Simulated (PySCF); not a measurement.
C4H7O, SMILES C[CH]C(C)=O, multiplicity 2.

Geometry optimised at PBE-D3(BJ)/def2-SVP. The isomer is the one that the SMILES or the coordinates give; other isomers of the formula were not compared. One conformer was computed; it need not be the lowest.

These are PBE-D3(BJ)/def2-SVP run with PySCF values and carry that method's errors.

No scaling factor is applied to the harmonic values.

Task: Estimate the vibrational spectrum. (The exact figures need the calculation; the answer reports its results.)

Result: 
| mode | ν (cm⁻¹) | IR (km/mol) | moving atoms (share of kinetic energy) |
|---|---|---|---|
| 1 | 37 | 0.3 | H 93 % |
| 2 | 113 | 0.6 | H 93 % |
| 3 | 154 | 0.9 | C 56 %, H 40 % |
| 4 | 255 | 7.1 | C 45 %, H 28 %, O 27 % |
| 5 | 406 | 6.7 | C 47 %, H 30 %, O 23 % |
| 6 | 503 | 0.1 | H 46 %, C 45 %, O 9 % |
| 7 | 588 | 3.8 | C 54 %, O 25 %, H 21 % |
| 8 | 645 | 8.8 | H 73 %, C 27 % |
| 9 | 779 | 9.1 | C 50 %, H 42 %, O 9 % |
| 10 | 915 | 2.4 | H 70 %, C 29 % |
| 11 | 919 | 11.4 | H 59 %, C 34 % |
| 12 | 978 | 2.2 | H 52 %, C 47 % |
| 13 | 1006 | 38.7 | H 51 %, C 41 %, O 9 % |
| 14 | 1115 | 5.5 | C 65 %, H 34 % |
| 15 | 1171 | 37.5 | H 59 %, C 40 % |
| 16 | 1301 | 1.6 | H 79 %, C 21 % |
| 17 | 1309 | 51.0 | H 72 %, C 28 % |
| 18 | 1358 | 11.0 | H 78 %, C 22 % |
| 19 | 1382 | 21.1 | H 95 % |
| 20 | 1390 | 12.3 | H 96 % |
| 21 | 1396 | 6.8 | H 96 % |
| 22 | 1435 | 23.1 | C 58 %, H 41 % |
| 23 | 1609 | 66.9 | C 63 %, O 33 % |
| 24 | 2937 | 7.8 | H 97 % |
| 25 | 2971 | 2.5 | H 97 % |
| 26 | 2994 | 5.0 | H 91 %, C 9 % |
| 27 | 3052 | 5.7 | H 91 %, C 9 % |
| 28 | 3078 | 1.2 | H 91 %, C 9 % |
| 29 | 3093 | 16.7 | H 92 %, C 8 % |
| 30 | 3106 | 3.7 | H 90 %, C 10 % |
